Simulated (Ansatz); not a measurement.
Calculated with Ansatz (gas phase, PBE0-D4/def2-TZVP geometries, no zero-point term in ΔE). CCSD(T)/CBS adds triple-zeta CCSD(T) − MP2 to the extrapolated MP2 energy (def2 sets, frozen cores). This one scheme is used for every species. For Ge outer-core shells are correlated without core-valence functions, which leaves a few kJ/mol of doubt a bond. Scalar relativity is left out up to krypton. One conformer a species, not always the lowest.

Consider the formal exchange of groups at the Si–Ge bond: `F[SiH2][GeH3]` + fluoromethane → `FC[SiH2]F` + GeH₄.

`F[SiH2][GeH3]`:

Z-matrix (Å, degrees):
```
Si
Ge 1 2.380
F 1 1.606 2 109.6
H 1 1.485 2 111.2 3 -119.0
H 1 1.486 2 111.2 3 119.0
H 2 1.539 1 108.9 3 179.7
H 2 1.536 1 110.9 3 60.3
H 2 1.536 1 110.9 3 -60.9
```

`CF`:

Z-matrix (Å, degrees):
```
C
F 1 1.376
H 1 1.092 2 109.1
H 1 1.092 2 109.1 3 -120.0
H 1 1.092 2 109.1 3 120.0
```

`FC[SiH2]F`:

Cartesian coordinates in Å:
```
F 1.720 -0.901 -0.023
C 0.482 -0.614 -0.582
Si -0.485 0.599 0.483
F -0.933 -0.112 1.843
H -0.065 -1.554 -0.709
H 0.643 -0.189 -1.581
H -1.708 0.996 -0.259
H 0.347 1.774 0.829
```

GeH₄:

```xyz
5

Ge    0.000    0.000    0.000
H    -1.191   -0.460    0.850
H     0.942   -1.186   -0.245
H     0.758    1.110    0.740
H    -0.508    0.536   -1.345
```

```
        species  CCSD(T)/CBS(def2) energy (Eh)
`F[SiH2][GeH3]`                    -2468.03899
           `CF`                     -139.63461
    `FC[SiH2]F`                     -529.16787
           GeH₄                    -2078.49493
```

Q: Work out ΔE.

A: ΔE = (-529.16787) + (-2078.49493) − (-2468.03899) − (-139.63461) = 0.01080 Eh = +0.29 eV.

Largest T1 diagnostic among the species: 0.012.

At CCSD(T), def2-SVP lies −0.05 eV from the extrapolated value and def2-TZVPP −0.02 eV. Leaving LDA and LC-ωPBE aside and taking each functional with its dispersion term where it has one, the values, not all of them listed here, spread over 0.10 eV, from ωB97M-V to PBE-D4. LDA lies −0.06 eV from PBE without D4.
